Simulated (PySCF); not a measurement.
Species: C₅H₁₀Se.
InChI=1S/C5H10Se/c1-5(2,3)4-6/h4H,1-3H3

Torsions of this conformer, `[CH3:1][C:2]([CH3:3])([CH3:4])[CH:5]=[Se:6]`: C1–C2–C5–Se6 -1°.

The closed-shell ground state was solved at several levels (PySCF, density fitting, gas phase). Isolated species at its PBE0-D3(BJ)/def2-SVP geometry, gas phase. Relativistic effects, spin–orbit coupling among them, are left out although an element past zinc is present.

```
              level  basis functions  HOMO (eV)  LUMO (eV)  gap (eV)  dipole (D)
 CAM-B3LYP/pcSseg-1              176      -7.34      -1.08      6.26        2.31
CAM-B3LYP/def2-SVPD              221      -7.41      -1.21      6.20        2.52
      PBE0/pcSseg-1              176      -6.08      -2.25      3.83        2.41
```

(1) Estimate the row for B3LYP/pcJ-1 (pcSseg-1 on Se), a basis of 276 functions; the other rows only guide the guess.

(2) Over all these levels, which gives the widest orbital gap and which the narrowest?

(3) How far do the dipole and the HOMO energy spread over the levels?

Results:

(1) HOMO -5.80 eV, LUMO -2.39 eV, gap 3.41 eV, dipole 2.30 D.

(2) CAM-B3LYP/pcSseg-1 (range-separated hybrid) has the widest, 6.26 eV, and B3LYP/pcJ-1 (pcSseg-1 on Se) (global hybrid, 20 % exact exchange) the narrowest, 3.41 eV. Functional and basis both differ between the two, so the spread mixes both effects.

(3) The dipole runs from 2.30 to 2.52 D (mean 2.38 D) and the HOMO from -7.41 to -5.80 eV.
